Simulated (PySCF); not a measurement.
The complex [MoCl6]3- (charge -3) contains Mo(III), shell d3. The structure is a PBE0-D3(BJ)/def2-SVP, IEF-PCM water geometry optimised for multiplicity 4; coordination octahedral, point group Oh, metal–donor distances 2.49 Å.

Method (PySCF 2.14, density fitting): CASSCF(3,5) with orbitals averaged over all microstates of the shell, strongly contracted NEVPT2 on the averaged canonical orbitals; basis x2c-TZVPall on the metal, x2c-SVPall elsewhere; spin-free X2C; IEF-PCM water; spin-orbit coupling by state interaction with the mean-field operator over all roots.

CASSCF energies above the lowest CASSCF root:

```tsv
state	CASSCF / cm⁻¹
4A2g	0
2Eg	13487
2T1g	14019
4T2g	18385
2T2g	20649
4T1g	25114
2A1g	29186
2T2g	30694
2T1g	31598
2Eg	33241
2T1g	35791
4T1g	39920
2T2g	40962
2A2g	42347
2T1g	49000
2T2g	50144
2Eg	51258
2T1g	55292
2T2g	68296
2Eg	72308
```

Task: How does dynamic correlation (SC-NEVPT2) move these states?

Result: 
```csv
state,NEVPT2 / cm⁻¹,shift / cm⁻¹
4A2g,0,0
2Eg,11919,-1567
2T1g,12367,-1652
4T2g,20643,+2258
2T2g,18540,-2109
4T1g,26230,+1117
2A1g,30170,+985
2T2g,31309,+615
2T1g,32066,+468
2Eg,33367,+126
2T1g,35386,-405
4T1g,42895,+2975
2T2g,38843,-2119
2A2g,40241,-2106
2T1g,51536,+2536
2T2g,51823,+1679
2Eg,48637,-2620
2T1g,55589,+296
2T2g,65556,-2740
2Eg,73924,+1616
```

Charge-transfer states lie outside this active space and may come lower than some of these levels. NEVPT2 lifts 4T2g from 18385 to 20643 cm⁻¹; on the d shell alone it tends to overshoot states that fill the eg-type orbitals. An active orbital has only 0.70 squared overlap with the free ion's shell, so the metal shell alone is a small active space here. NEVPT2 on the d shell alone tends to put d–d bands too high for such charged or covalently bound ions.
